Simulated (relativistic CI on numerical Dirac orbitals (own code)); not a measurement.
# Slater's F² for Sc⁵⁺ from its measured terms

Problem. The ground configuration 3s2 3p4 of Sc⁵⁺ has the measured levels 3P: 4457.1 (J = 0), 3346.1 (J = 1), 0.0 (J = 2); 1D: 21393.0 (J = 2); 1S: 49224.6 (J = 0) cm⁻¹ (Sugar and Corliss, J. Phys. Chem. Ref. Data 9, 473 (1980)). Test the one-configuration theory of p4 and extract F²(3p,3p).

Working.
1. Centres of gravity, weighted by 2J + 1: 3P 1610.6, 1D 21393.0, 1S 49224.6 cm⁻¹. To first order spin-orbit coupling drops out of them.
2. Slater-Condon theory gives 1D − 3P = 6F²/25 and 1S − 1D = 9F²/25, so the ratio of the upper interval to the lower is 9/6 = 1.500, whatever F².
3. Measured intervals: 19782.4 and 27831.6 cm⁻¹, ratio 1.407.
4. F² from the lower interval is 82427 and from the upper 77310 cm⁻¹.

Check. The radial integral calculated for this configuration (Dirac-KLI orbitals, unscaled) is F² = 95128 cm⁻¹; the two empirical values are 87 % and 81 % of it. The ratio departs from 1.50 through mixing with other configurations and second-order spin-orbit coupling.
